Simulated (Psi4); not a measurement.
Calculation: SAPT0/jun-cc-pVDZ, frozen core run with Psi4.

Psi4 input:

```
molecule {
0 1
Al 0.00002361 0.00001983 -0.00011006
H 1.57602327 -0.11509434 0.00125699
H -0.88764307 -1.30730467 0.00022070
H -0.68840381 1.42237917 -0.00136763
--
-1 1
Cl 0.00165512 -0.00134472 -2.19240317
units angstrom
symmetry c1
no_reorient
no_com
}
set basis jun-cc-pvdz
set scf_type df
set freeze_core true
energy('sapt0')
```

Part of the output:

```
    SAPT Results
  --------------------------------------------------------------------------------------------------------
    Electrostatics               -121.18649802 [mEh]     -76.04567560 [kcal/mol]    -318.17510672 [kJ/mol]
      Elst10,r                   -121.18649802 [mEh]     -76.04567560 [kcal/mol]    -318.17510672 [kJ/mol]

    Exchange                      151.65837633 [mEh]      95.16706792 [kcal/mol]     398.17901219 [kJ/mol]
      Exch10                      151.65837633 [mEh]      95.16706792 [kcal/mol]     398.17901219 [kJ/mol]
      Exch10(S^2)                 142.60130924 [mEh]      89.48367252 [kcal/mol]     374.39968583 [kJ/mol]

    Induction                     -61.64187593 [mEh]     -38.68086113 [kcal/mol]    -161.84072295 [kJ/mol]
      Ind20,r                    -254.28777223 [mEh]    -159.56798614 [kcal/mol]    -667.63245401 [kJ/mol]
      Exch-Ind20,r                170.03935851 [mEh]     106.70130838 [kcal/mol]     446.43827426 [kJ/mol]
      delta HF,r (2)               22.60653779 [mEh]      14.18581663 [kcal/mol]      59.35345680 [kJ/mol]

    Dispersion                    -16.44608743 [mEh]     -10.32007567 [kcal/mol]     -43.17919661 [kJ/mol]
      Disp20                      -21.79622264 [mEh]     -13.67733620 [kcal/mol]     -57.22597465 [kJ/mol]
      Exch-Disp20                   5.35013520 [mEh]       3.35726053 [kcal/mol]      14.04677804 [kJ/mol]
      Disp20 (SS)                 -10.89811132 [mEh]      -6.83866810 [kcal/mol]     -28.61298732 [kJ/mol]
      Disp20 (OS)                 -10.89811132 [mEh]      -6.83866810 [kcal/mol]     -28.61298732 [kJ/mol]
      Exch-Disp20 (SS)              3.00010188 [mEh]       1.88259235 [kcal/mol]       7.87676641 [kJ/mol]
      Exch-Disp20 (OS)              2.35003332 [mEh]       1.47466817 [kcal/mol]       6.17001163 [kJ/mol]

  Total HF                        -31.16999762 [mEh]     -19.55946881 [kcal/mol]     -81.83681748 [kJ/mol]
  Total SAPT0                     -47.61608506 [mEh]     -29.87954448 [kcal/mol]    -125.01601409 [kJ/mol]
```
